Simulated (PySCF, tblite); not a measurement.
Compound: C5H10NPSi.
Geometry (GFN2-xTB, Å), atoms numbered from 1 in this order:
```xyz
18
C5H10NPSi angstrom
C      2.2055    1.2152    0.1137
C      1.6531    0.0152    0.0799
C      0.7175   -0.4333   -0.9939
C      0.8537   -1.8283   -1.2610
N      0.9411   -2.9552   -1.4445
Si    -1.1088   -0.0965   -0.4169
C     -1.4680   -1.1076    1.1499
P     -1.1283    2.0831    0.1254
H      2.0368    1.9405   -0.6667
H      2.8540    1.5183    0.9169
H      1.8361   -0.7040    0.8670
H      0.8965    0.1248   -1.9170
H     -1.9896   -0.5085   -1.5241
H     -1.2262   -2.1559    1.0033
H     -2.5155   -1.0416    1.4282
H     -0.8816   -0.7401    1.9888
H     -1.1819    2.5416   -1.1815
H     -2.5034    2.1385    0.2608
```

Jobs on this species (18 atoms, 76 electrons) with PySCF (density fitting) and tblite. Hardware of each: one thread of an Arm Neoverse V2 (shared host). Other jobs ran on the host; a repeat could differ by tens of per cent or more.

```json
{"level and settings": "GFN2-xTB", "work": "L-BFGS relaxation", "basis functions": "–", "SCF cycles": "–", "wall time": "0.89 s"}
{"level and settings": "PBE0/pcSseg-1", "work": "shieldings, charges and field gradients", "basis functions": "200", "SCF cycles": "?", "wall time": "?"}
{"level and settings": "GFN2-xTB", "work": "Hessian by finite differences", "basis functions": "–", "SCF cycles": "–", "wall time": "0.7 s"}
```

Problem. Fill in the missing figures.

Solution. 
- PBE0/pcSseg-1; shieldings, charges and field gradients: 35 s, 14 SCF cycles

Problem. What do all jobs in the table cost together?

Solution. About 37 s; the longest takes about 96 % of that, and about 50 times as long as the shortest.
